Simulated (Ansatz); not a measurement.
Two isomers of CH7BSi2: A = `BC1[SiH2][SiH2]1`, B = `[SiH3][SiH]1BC1`.

Calculated with Ansatz (gas phase, PBE0-D4/def2-TZVP geometries, no zero-point term in ΔE). CCSD(T)/CBS adds triple-zeta CCSD(T) − MP2 to the extrapolated MP2 energy (def2 sets, frozen cores). DFT in def2-TZVPP. B3LYP here is the variant with VWN-RPA as its local correlation; programs differ in this.

(1) Which isomer does CCSD(T)/CBS put lower? Give the gap. (An estimate is asked.)

(2) Give E(B) − E(A) in kJ/mol with MP2/def2-TZVPP, B3LYP, CCSD(T)/def2-SVP, PBE0-D4, B2PLYP, BLYP-D4, PBE-D4. (Estimate.)

(3) Does the order hold for the free energy at 298.15 K (harmonic terms from PBE0-D4)? (Estimate.)

Largest T1 diagnostic: 0.014.

## Answers

(1) Ansatz gave: A, by 66.7 kJ/mol.

(2) The calculation gave: MP2/def2-TZVPP 73.4, B3LYP 58.2, CCSD(T)/def2-SVP 60.6, PBE0-D4 63.3, B2PLYP 64.2, BLYP-D4 56.7, PBE-D4 56.0. None reverses the order clearly.

(3) Ansatz gave: Yes: G(B) − G(A) = +64.4 kJ/mol.

At CCSD(T), def2-SVP lies −6.1 kJ/mol from the extrapolated value and def2-TZVPP −1.0 kJ/mol. Leaving LDA and LC-ωPBE aside and taking each functional with its dispersion term where it has one, the values, not all of them listed here, spread over 14.7 kJ/mol, from PBE-D4 to PBE-QIDH. LDA lies +7.7 kJ/mol from PBE without D4.
